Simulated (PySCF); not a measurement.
Stepwise substitution at one centre (Al OH-SiH3). All species are isolated molecules in the gas phase. One relaxed conformer stands for each flexible species; it need not be the lowest. Strings in code marks are SMILES.

Computed with PBE-D3(BJ)/def2-TZVP // B3LYP-D3(BJ)/def2-TZVP (PySCF). All candidates: neutral, multiplicity 1. Excitations are Tamm–Dancoff values on a coarser integration grid. The basis has no diffuse functions, so Rydberg states are missing or too high.

The HOMO–LUMO gap comes out as 3.52 eV and the S1 excitation (TDA) comes out as 3.76 eV. The HOMO is -6.09 eV.

Question: Which member has these values?
A. `[SiH3][Al]([SiH3])[SiH3]`
B. `[OH][Al]([SiH3])[SiH3]` (H–O–Al–Si torsion 180°)
C. `[OH][Al]([OH])[OH]`
D. `[OH][Al]([OH])[SiH3]` (H–O–Al–Si torsion 180°, Si–Al–O–H torsion -180°)

Answer: B, `[OH][Al]([SiH3])[SiH3]` (H–O–Al–Si torsion 180°). The others give `[OH][Al]([OH])[SiH3]` (H–O–Al–Si torsion 180°, Si–Al–O–H torsion -180°): 5.47 eV, 6.03 eV, -6.93 eV; `[SiH3][Al]([SiH3])[SiH3]`: 2.95 eV, 3.14 eV, -6.31 eV; `[OH][Al]([OH])[OH]`: 5.97 eV, 6.05 eV, -7.28 eV
